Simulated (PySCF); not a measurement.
## Simulated absorption spectrum

Compound: C₆H₇ClO₂.
InChI=1S/C6H7ClO2/c1-3-5(4-9-2)6(7)8/h3-4H,1H2,2H3/b5-4+

Level of theory: TDDFT CAM-B3LYP/def2-SVPD, vertical, gas phase, core orbitals frozen in the response (PySCF). One conformer (not necessarily the lowest) at the GFN2-xTB geometry, without solvent, vibrations or thermal averaging. Torsions of this conformer, `[CH2:1]=[CH:2]/[C:3](=[CH:4]\[O:5][CH3:6])[C:7](=[O:8])[Cl:9]`: C1–C2–C3–C4 179°, C3–C4–O5–C6 180°, C2–C3–C7–O8 0°.

Computed states:

```tsv
state	E (eV)	f
S1	4.62	0.285
S2	4.75	0.0009
S3	6.03	0.350
S4	6.14	0.0002
S5	6.42	0.057
S6	6.44	0.0004
S7	6.47	0.123
S8	6.74	0.0014
```

Each state is given a Gaussian of 0.5 eV full width at half maximum, with ε(max) = 2.175×10⁸ f / Δν̃ (Δν̃ the width in cm⁻¹). The width is an assumption, not a result. The curve ends short of the highest state used, and states not computed would add to its high-energy end.

Q: Give the broadened spectrum and its maxima.

A: 
E (eV), ε (L mol⁻¹ cm⁻¹) and a bar:
```
     3.87         30 
     3.91         56 
     3.95        104 
     3.99        186 
     4.04        364 
     4.08        598 #
     4.12        950 #
     4.16       1456 ##
     4.20       2153 ###
     4.24       3074 ####
     4.28       4234 ######
     4.33       6013 #########
     4.37       7648 ###########
     4.41       9389 ##############
     4.45      11125 ################
     4.49      12722 ###################
     4.53      14041 #####################
     4.57      14958 ######################
     4.61      15379 #######################
     4.66      15148 ######################
     4.70      14380 #####################
     4.74      13176 ###################
     4.78      11652 #################
     4.82       9946 ###############
     4.86       8194 ############
     4.90       6516 ##########
     4.94       5001 #######
     4.99       3418 #####
     5.03       2423 ####
     5.07       1658 ##
     5.11       1096 ##
     5.15        701 #
     5.19        437 #
     5.23        271 
     5.28        165 
     5.32        143 
     5.36        172 
     5.40        260 
     5.44        422 #
     5.48        687 #
     5.52       1093 ##
     5.56       1682 ##
     5.61       2747 ####
     5.65       3909 ######
     5.69       5372 ########
     5.73       7128 ##########
     5.77       9133 #############
     5.81      11305 #################
     5.85      13523 ####################
     5.89      15640 #######################
     5.94      17913 ##########################
     5.98      19273 ############################
     6.02      20129 ##############################
     6.06      20455 ##############################
     6.10      20288 ##############################
     6.14      19716 #############################
```

Maxima: 268 nm (4.62 eV), ε about 15000, made up of S1 (100%); 204 nm (6.07 eV), ε about 20000, made up of S3 (91%) (ε in L mol⁻¹ cm⁻¹; maxima over ε = 5, shares over 10%).

Q: On this curve, what absorbance would a 10⁻⁴ mol/L sample give at 266 nm over a 1 cm path?

A: 266 nm is 4.661 eV, where ε is about 15000 L mol⁻¹ cm⁻¹, so A = ε c l ≈ 1.5 (Beer–Lambert, with the gas-phase spectrum and the assumed width).

Q: What would ε be at 6.07 eV, the highest of these maxima, with half the width (0.25 eV)?

A: About 34900 L mol⁻¹ cm⁻¹ against 20500, a factor of about 1.7; a lone state at its own centre would give exactly 2.

Q: Coming from long wavelengths, where does ε first pass 100 L mol⁻¹ cm⁻¹?

A: At about 314 nm (3.95 eV), 0.67 eV below S1.

Rough CPU time on one thread of a shared machine: about 2.5 min.
